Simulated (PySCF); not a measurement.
Record of a relaxation.

Species: C₇H₈S.
Numbering: `[CH3:1][S:2][c:3]1[cH:4][cH:5][cH:6][cH:7][cH:8]1` (hydrogens: H9, H10, H11 on C1; H12 on C4; H13 on C5; H14 on C6; H15 on C7; H16 on C8)

Method: PBE0/def2-SV(P) geometry optimisation, gas phase in PySCF 2.14.0; density fitting, grid level 1; the optimiser is geomeTRIC in internal coordinates, started from a GFN2-xTB structure. The frame can shift and turn from step to step; on so coarse a grid that alone can change the energy by a few meV, and forces under 0.02 eV/Å are noise.

Step 0: E = -18202.9202 eV, largest atomic force 1.036 eV/Å
```
atom  x, y, z in Å  |  force x, y, z in eV/Å
C1     -2.793   -0.852   -0.460    0.629   0.821  -0.056
S2     -1.987    0.761   -0.673   -0.153  -0.049  -0.019
C3     -0.309    0.473   -0.194   -0.785   0.015  -0.203
C4      0.182   -0.756    0.222    0.050  -0.037   0.025
C5      1.516   -0.877    0.573    0.057  -0.006   0.024
C6      2.364    0.214    0.516    0.086  -0.030   0.018
C7      1.871    1.442    0.100    0.009  -0.019   0.015
C8      0.543    1.573   -0.253   -0.052  -0.038  -0.003
H9     -3.829   -0.699   -0.744   -0.523   0.060  -0.138
H10    -2.336   -1.587   -1.116    0.145  -0.474  -0.291
H11    -2.738   -1.161    0.580   -0.046  -0.275   0.501
H12    -0.458   -1.622    0.277   -0.307  -0.404   0.020
H13     1.891   -1.837    0.896    0.197  -0.470   0.160
H14     3.403    0.111    0.791    0.514  -0.054   0.140
H15     2.524    2.300    0.051    0.322   0.439  -0.029
H16     0.149    2.525   -0.577   -0.144   0.522  -0.162
```

Step 1: E = -18202.9804 eV, largest atomic force 0.150 eV/Å
```
atom  x, y, z in Å  |  force x, y, z in eV/Å
C1     -2.867   -0.889   -0.467   -0.119  -0.090  -0.005
S2     -2.089    0.715   -0.682    0.026   0.002   0.005
C3     -0.418    0.421   -0.207    0.077   0.034   0.012
C4      0.090   -0.814    0.214   -0.103  -0.067  -0.009
C5      1.434   -0.937    0.570    0.046  -0.067   0.026
C6      2.290    0.159    0.512    0.057  -0.009   0.018
C7      1.787    1.392    0.092    0.057   0.068  -0.004
C8      0.450    1.524   -0.264   -0.054   0.072  -0.031
H9     -3.924   -0.748   -0.754    0.066  -0.012   0.018
H10    -2.424   -1.656   -1.127   -0.016   0.042   0.023
H11    -2.830   -1.229    0.583    0.000   0.024  -0.044
H12    -0.555   -1.694    0.270    0.026   0.030  -0.001
H13     1.812   -1.912    0.897   -0.017   0.034  -0.012
H14     3.343    0.056    0.792   -0.032   0.003  -0.009
H15     2.446    2.265    0.041   -0.030  -0.031   0.000
H16     0.066    2.497   -0.591    0.017  -0.033   0.011
```

Step 2: E = -18202.9810 eV, largest atomic force 0.046 eV/Å
```
atom  x, y, z in Å  |  force x, y, z in eV/Å
C1     -2.876   -0.891   -0.469    0.007  -0.030   0.009
S2     -2.085    0.711   -0.679   -0.013   0.042  -0.013
C3     -0.411    0.421   -0.205   -0.014  -0.032   0.004
C4      0.092   -0.816    0.216    0.025   0.036  -0.002
C5      1.437   -0.937    0.571    0.000  -0.007   0.002
C6      2.293    0.160    0.512    0.022  -0.001   0.006
C7      1.792    1.394    0.092   -0.013  -0.024   0.003
C8      0.455    1.527   -0.263   -0.028  -0.001  -0.007
H9     -3.930   -0.743   -0.756    0.008   0.016  -0.002
H10    -2.437   -1.657   -1.130    0.003   0.003   0.000
H11    -2.843   -1.233    0.579    0.003   0.003  -0.001
H12    -0.554   -1.695    0.272   -0.003   0.005  -0.002
H13     1.815   -1.911    0.898    0.004   0.001   0.001
H14     3.345    0.056    0.792    0.002  -0.003   0.001
H15     2.451    2.267    0.040   -0.001  -0.004   0.001
H16     0.069    2.498   -0.591   -0.002  -0.005   0.000
```

Step 3: E = -18202.9810 eV, largest atomic force 0.048 eV/Å
```
atom  x, y, z in Å  |  force x, y, z in eV/Å
C1     -2.878   -0.889   -0.471    0.013  -0.004   0.004
S2     -2.086    0.713   -0.679    0.001  -0.002   0.002
C3     -0.412    0.420   -0.204    0.004  -0.002   0.001
C4      0.095   -0.815    0.217   -0.010  -0.009   0.000
C5      1.440   -0.939    0.572   -0.009   0.023  -0.007
C6      2.296    0.158    0.514   -0.044   0.001  -0.011
C7      1.790    1.391    0.092    0.023   0.030  -0.001
C8      0.452    1.525   -0.263    0.021  -0.041   0.015
H9     -3.930   -0.738   -0.758   -0.010   0.006  -0.004
H10    -2.440   -1.654   -1.132    0.006  -0.003  -0.004
H11    -2.845   -1.231    0.577    0.003   0.000   0.007
H12    -0.550   -1.694    0.274   -0.012  -0.009  -0.001
H13     1.818   -1.913    0.900   -0.002  -0.007   0.001
H14     3.348    0.057    0.793    0.003   0.003   0.000
H15     2.447    2.264    0.040    0.009   0.010   0.000
H16     0.067    2.496   -0.591    0.003   0.004  -0.001
```

Step 4: E = -18202.9812 eV, largest atomic force 0.023 eV/Å
```
atom  x, y, z in Å  |  force x, y, z in eV/Å
C1     -2.876   -0.889   -0.470    0.005  -0.004   0.002
S2     -2.086    0.714   -0.679    0.000   0.001   0.001
C3     -0.413    0.420   -0.205    0.001   0.001  -0.001
C4      0.093   -0.815    0.217   -0.002  -0.005   0.001
C5      1.438   -0.939    0.572   -0.003   0.013  -0.004
C6      2.294    0.158    0.513   -0.021  -0.002  -0.005
C7      1.790    1.391    0.092    0.009   0.012   0.000
C8      0.453    1.525   -0.263    0.010  -0.020   0.007
H9     -3.929   -0.739   -0.757   -0.007   0.004  -0.003
H10    -2.437   -1.654   -1.132    0.004  -0.001  -0.003
H11    -2.843   -1.231    0.578    0.002   0.001   0.004
H12    -0.553   -1.694    0.273   -0.005  -0.004   0.000
H13     1.816   -1.912    0.899    0.000  -0.004   0.001
H14     3.347    0.056    0.793    0.002   0.001   0.000
H15     2.449    2.264    0.040    0.005   0.004   0.000
H16     0.068    2.496   -0.591    0.001   0.004  -0.001
```

Problem. Summarise the path.

Solution. The energy falls by 0.0610 eV from step 0 to step 4; nine tenths of that is first reached at step 1. It never rises by more than 0.2 meV. The largest force goes from 1.036 to 0.023 eV/Å. Among the bonds C1–S2 changes most (a near tie, within 0.001 Å, with another), from 1.816 to 1.799 Å; the atoms move by 0.020 Å rms after alignment.

Problem. Follow the three bonds and two angles with the largest change from start to end.

Solution. 
```json
{"step": "0", "E above end (eV)": "0.0610", "largest force (eV/Å)": "1.036", "C1–S2 (Å)": "1.816", "C1–H10 (Å)": "1.086", "C1–H11 (Å)": "1.086", "S2–C1–H11 (°)": "110.0", "S2–C1–H10 (°)": "110.1"}
{"step": "1", "E above end (eV)": "0.0007", "largest force (eV/Å)": "0.150", "C1–S2 (Å)": "1.796", "C1–H10 (Å)": "1.104", "C1–H11 (Å)": "1.104", "S2–C1–H11 (°)": "112.0", "S2–C1–H10 (°)": "112.1"}
{"step": "2", "E above end (eV)": "0.0002", "largest force (eV/Å)": "0.046", "C1–S2 (Å)": "1.798", "C1–H10 (Å)": "1.103", "C1–H11 (Å)": "1.103", "S2–C1–H11 (°)": "111.9", "S2–C1–H10 (°)": "112.0"}
{"step": "3", "E above end (eV)": "0.0002", "largest force (eV/Å)": "0.048", "C1–S2 (Å)": "1.799", "C1–H10 (Å)": "1.103", "C1–H11 (Å)": "1.103", "S2–C1–H11 (°)": "111.9", "S2–C1–H10 (°)": "112.0"}
{"step": "4", "E above end (eV)": "0.0000", "largest force (eV/Å)": "0.023", "C1–S2 (Å)": "1.799", "C1–H10 (Å)": "1.103", "C1–H11 (Å)": "1.103", "S2–C1–H11 (°)": "111.9", "S2–C1–H10 (°)": "112.0"}
```

The cost below is that of the whole optimisation. Time: 47 s; peak memory 0.61 GiB. Hardware: an Arm Neoverse N1 with one thread, shared host with 64 logical CPUs at a one-minute load of 22.
